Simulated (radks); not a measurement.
Values are calculated unless marked as measured or tabulated.
Ionisation of neutral rhodium, [Kr] 4d8 5s1, to [Kr] 4d8 as the strength of local exchange is varied. Code: a radial shooting solver on a logarithmic mesh with Libxc functionals. Model: scalar-relativistic Kohn-Sham, Slater X-alpha exchange (alpha = 2/3 is LDA exchange), no correlation, spin-polarised, spherical densities, finite nucleus; open shells are filled with parallel spins first (spin-orbit coupling, left out, can overturn this in heavy ions); Fermi nuclear charge, rms radius 4.4945 fm.

\begin{tabular}{lrrrrr}
alpha & E(Rh) (hartree) & exchange (hartree) & IE (eV) & -e of the level emptied (eV) & <r> of it (bohr) \\ \hline
0.568 & -4756.06661 & -109.95122 & 6.750 & 3.726 (5s) & 3.375 \\
0.619 & -4765.96760 & -120.07955 & 7.062 & 4.021 (5s) & 3.322 \\
0.667 & -4775.30549 & -129.65041 & 7.362 & 4.307 (5s) & 3.274 \\
0.729 & -4787.39459 & -142.06767 & 7.758 & 4.689 (5s) & 3.215 \\
0.853 & -4811.66628 & -167.08738 & 8.577 & 5.494 (5s) & 3.102 \\
\end{tabular}

NIST Atomic Spectra Database: 7.459 eV (measured). The Delta-SCF value meets it near alpha = 0.68. Open shells are spherical and high-spin; term and fine-structure splittings are not resolved.
